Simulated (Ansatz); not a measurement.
Wavefunction ladder for BClH4O2Si, SMILES `OB(Cl)O[SiH3]`

```xyz
9

O    -0.161    1.361   -1.068
B    -0.333    0.021   -1.190
Cl   -0.842   -0.676   -2.741
O    -0.123   -0.796   -0.145
Si    0.349   -0.491    1.416
H    -0.339    1.848   -1.876
H     0.418   -1.806    2.092
H    -0.649    0.378    2.086
H     1.680    0.162    1.426
```

Total charge 0; spin multiplicity 1. The geometry is a stationary point of PBE0-D4/def2-TZVP. It is one conformer, not always the lowest. Frozen core, restricted reference, the Gaussian-basis code of Ansatz. CBS rows extrapolate triple and quadruple zeta; past MP2 they add the triple-zeta difference.

| basis | HF (Eh) | MP2 corr. |
| --- | --- | --- |
| def2-SVP | -925.00086 | -0.67751 |
| def2-TZVPP | -925.47925 | -0.87736 |
| def2-QZVPP | -925.50988 | -0.95145 |

Q: Estimate the CCSD correlation energy and the (T) correction in each basis where they were run (hartree).

A: 
```json
{"basis": "def2-SVP", "CCSD corr.": "-0.72015", "(T)": "-0.01659"}
{"basis": "def2-TZVPP", "CCSD corr.": "-0.91758", "(T)": "-0.03438"}
{"basis": "CBS(def2)", "CCSD corr.": "-1.04655", "(T)": "as TZ"}
```
